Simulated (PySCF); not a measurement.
## C4H13NSi: core ionisation energies

SiH2Me(NHiPr), C4H13NSi.
Bonds: Si1–C4, Si1–N8, N8–C9, C9–C10, C9–C11. Hydrogens: H2, H3 on Si1; H5, H6, H7 on C4; H12 on N8; H13 on C9; H14, H15, H16 on C10; H17, H18, H19 on C11.

Computed, not measured: delta-SCF UKS SCAN, pcX-2 on the ionised atom, pcseg-1 elsewhere, spin-free X2C in PySCF. Each binding energy is the total energy of the core-ionised species, with the hole localised on one atom, minus that of the ground state; both are solved self-consistently, so orbital relaxation is included.

What binding energy does each computed site have?

```csv
atom(s),environment,level,binding energy (eV),2p1/2 (eV),above the level's lowest (eV),count
Si1,"silicon bonded to C, N and 2 H",Si 1s,1846.27,–,0.00,1
N8,"nitrogen bonded to C, Si and H",N 1s,403.99,–,0.00,1
C9,"carbon bonded to 2 C, N and H",C 1s,291.38,–,+1.28,1
C10/C11,carbon bonded to C and 3 H,C 1s,290.34,–,+0.24,2
C4,carbon bonded to Si and 3 H,C 1s,290.10,–,0.00,1
Si1,"silicon bonded to C, N and 2 H",Si 2p3/2,106.40,107.03,0.00,1
```

The listed C 1s values span 1.28 eV, from C4 (bonded to 3 H and Si) to C9 (bonded to N, 2 C and H). The widest gap between neighbouring values is 1.04 eV, between 290.34 and 291.38 eV.

Which effective nuclear charge Zeff reproduces each element's mean 1s value in the hydrogen-like formula E = 13.606 eV × Zeff²?

C (Z = 6): mean 290.5 eV, Zeff = 4.62, Z − Zeff = 1.38; N (Z = 7): mean 404.0 eV, Zeff = 5.45, Z − Zeff = 1.55; Si (Z = 14): mean 1846.3 eV, Zeff = 11.65, Z − Zeff = 2.35. Means run over the listed sites, weighted by atom count.

Which photon energy gives electrons from C 1s of C10/C11 a kinetic energy of 100 eV, and what is their de Broglie wavelength?

hν = 290.34 + 100 = 390.34 eV, recoil neglected; λ = 12.264 Å/√(E/eV) = 1.23 Å.

Topologically equivalent atoms share the value of their first member; where this conformer doesn't relate them by symmetry, their own values could differ. For 2p shells one spin-free hole was relaxed; a mean-field spin–orbit operator and the ground-state splitting of the three 2p orbitals were then diagonalised within the shell. The shell's mean is (2 × 2p3/2 + 2p1/2)/3, and the degeneracies 2j + 1 give areas of 2:1. 2p1/2 minus 2p3/2 (ligand field included): Si 0.62 eV. Geometry: PBE0-D3(BJ)/def2-SVP, one conformer, isolated molecule.
